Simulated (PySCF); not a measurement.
SMILES CC(C)[CH2][GeH2] (C4H11Ge), doublet at its GFN2-xTB optimised geometry (Å):

```
16

C     -1.5713    -0.9410    -3.7452
C     -1.3104    -0.6298    -2.2701
C     -2.3405    -1.3258    -1.3886
C      0.0961    -1.0487    -1.8823
Ge     0.6044    -0.4818     0.0000
H     -2.5695    -0.6170    -4.0319
H     -1.4913    -2.0115    -3.9252
H     -0.8496    -0.4309    -4.3798
H     -1.4036     0.4537    -2.1251
H     -2.2621    -2.4064    -1.4931
H     -2.1716    -1.0670    -0.3420
H     -3.3498    -1.0242    -1.6599
H      0.8368    -0.5581    -2.5175
H      0.2191    -2.1263    -1.9935
H      2.1716    -0.4818     0.0000
H      0.3693     1.0670     0.0000
```

Computed with unrestricted CAM-B3LYP/def2-TZVP (PySCF).

Map of the spin density (e/bohr³) on the plane z = 0.8 Å:

```
|000000000000000000000000000|
|000000000000000000000000000|
|000000000000000000000000000|
|000000000000000000000000000|
|000000000000000000000000000|
|000000000000000000000000000|
|000000000000000000000000000|
|000000000000000000000000000|
|000000000000000000000000000|
|000000000000000000000000000|
|000000000000000000000000000|
|000000000000000000000000000|
|000000000000000000000000000|
|000000000001233210000000000|
|000000000001367520000000000|
|000000000002489841000000000|
|000000000001479741000000000|
|000000000001245521000000000|
|000000000000122210000000000|
|000000000000001000000000000|
|000000000000000000000000000|
|000000000000000000000000000|
|000000000000000000000000000|
|000000000000000000000000000|
|000000000000000000000000000|
|000000000000000000000000000|
|000000000000000000000000000|
```
Scale: ten equal steps from 0.000 (start of '0') to 0.038 (end of '9'), in the order '0123456789'; x runs from -4.50 to 4.50, y from -4.50 (bottom) to 4.50 (top).
